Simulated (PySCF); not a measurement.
Molecule: SMILES C[N+]1(C)[BH2-]CCC1, C$_{5}$H$_{14}$BN.

Cartesian coordinates in Å; atom numbers follow the order of the lines, from 1:
```xyz
21

C     1.5680   -0.3104    1.2051
N     0.6019   -0.0667    0.1406
C     1.3284    0.1547   -1.1064
B    -0.4866   -1.3288   -0.0268
C    -1.8887   -0.5126   -0.2507
C    -1.4998    0.9615   -0.3937
C    -0.2406    1.0982    0.4494
H     2.1467   -1.2010    0.9686
H     2.2471    0.5400    1.3225
H     1.0452   -0.4834    2.1427
H     1.9873    1.0255   -1.0254
H     0.6260    0.3096   -1.9197
H     1.9263   -0.7241   -1.3372
H    -0.1254   -1.9775   -0.9569
H    -0.4537   -1.9422    0.9943
H    -2.5510   -0.6193    0.6100
H    -2.4604   -0.8385   -1.1193
H    -2.2748    1.6463   -0.0437
H    -1.2902    1.2098   -1.4360
H     0.3041    2.0342    0.2783
H    -0.5187    1.0416    1.5036
```

Frames of a GFN2-xTB Langevin trajectory at 300 K; GIAO PBE0/pcSseg-1 shieldings in PySCF, gas phase, non-relativistic; equivalent atoms averaged within each frame.

Shifts are taken against calculated references (same method and geometry level): TMS for ¹³C (σ = 186.93 ppm), ¹H (σ = 31.72 ppm); ¹⁵N (σ = 267.73 ppm) against NH3; BF3·OEt2 for ¹¹B (σ = 100.07 ppm). The references are static minima.

**Question.** How do the shifts (ppm) fluctuate along the trajectory?

**Answer.** 
```
         time (fs)    C7  C1/C3    C6    C5    N2     B4  H8/H9/H10/H11/H12/H13  H16/H17  H20/H21  H14/H15
optimised geometry  67.4   53.1  30.4  15.0  64.3   -7.9                   2.55     1.05     2.57     2.41
               250  58.7   56.0  31.1  17.6  66.0  -14.9                   3.03     2.50     2.49     2.39
               425  71.0   47.4  24.8   4.9  64.4   -9.7                   2.26     0.48     3.11     2.09
               625  69.3   60.1  26.1   8.8  74.4   -0.1                   3.19     0.63     2.75     2.84
               800  59.2   57.6  30.7  22.3  66.4  -13.9                   2.98     1.87     2.38     2.18
              1000  72.5   60.0  33.8  21.9  72.1   -9.4                   3.27     2.16     3.19     2.20
    mean of frames  66.1   56.2  29.3  15.1  68.7   -9.6                   2.95     1.53     2.78     2.34
standard deviation   6.7    5.2   3.7   7.9   4.3    5.8                   0.40     0.92     0.36     0.30
```

5 frames give an uncertainty of the mean of about the standard deviation over 2.2 at best, since frames this close in time may not be independent; classical motion lacks zero-point vibration, and the reference would need the same averaging.
